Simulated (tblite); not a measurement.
Run record: tight-binding relaxation, `C1(C[C@@H](O1)C(F)F)=O`.

Computed with GFN2-xTB geometry optimisation, gas phase (tblite 0.8.0). Start geometry: from a force field or distance geometry. The command runs a driver script over a list of jobs; the input below is this job's line of settings and its coordinates in Å.

Command:
```bash
OMP_NUM_THREADS=1 python probes_run.py task.json out
```

Input:
```
{"job": {"kind": "relax", "xc": "GFN2-xTB", "basis": "xTB"}, "charge": 0, "multiplicity": 1}
O      2.875400    -0.444900     0.153600
C      1.698000    -0.219100    -0.094400
C      0.706000     0.914700     0.130700
C     -0.264700    -0.035000    -0.588400
C     -1.427300    -0.568100     0.244600
F     -2.314700     0.446500     0.423500
F     -0.991300    -0.934700     1.464400
O      0.813400    -1.021100    -0.713400
H      0.496900     1.135300     1.177700
H      0.936800     1.828600    -0.417200
H     -0.585400     0.307100    -1.570600
H     -1.942200    -1.410100    -0.236600
```

Output:
```
step      E/eV     max force
  0    -766.88117    3.202
  1    -766.85148    5.604
  2    -766.97558    0.621
  3    -766.98028    0.203
  4    -766.98301    0.151
  5    -766.98393    0.128
  6    -766.98507    0.090
  7    -766.98594    0.104
  8    -766.98689    0.112
  9    -766.98740    0.074
... (36 lines left out)
 46    -767.00111    0.023
 47    -767.00118    0.022
 48    -767.00124    0.022
 49    -767.00129    0.024
 50    -767.00135    0.024
 51    -767.00143    0.028
 52    -767.00152    0.026
 53    -767.00160    0.020
 54    -767.00164    0.013
 55    -767.00165    0.009
```

«max force» is the largest atomic force in eV/Å.

Problem. From which step on does the largest force stay under 0.1 eV/Å, and how much energy is left to gain from there?

Solution. From step 20 (0.085 eV/Å), 6.6 meV above the end.

Summary of the converged run: energy lowered by 2.8 kcal/mol over 55 steps; largest atomic force 0.009 eV/Å at the end.

The run took 0.24 s on an Arm Neoverse V1 with one thread, no GPU, shared host with 32 logical CPUs at a one-minute load of 12.
Labels such as C1 count atoms from 1, the log's own numbers from 0.
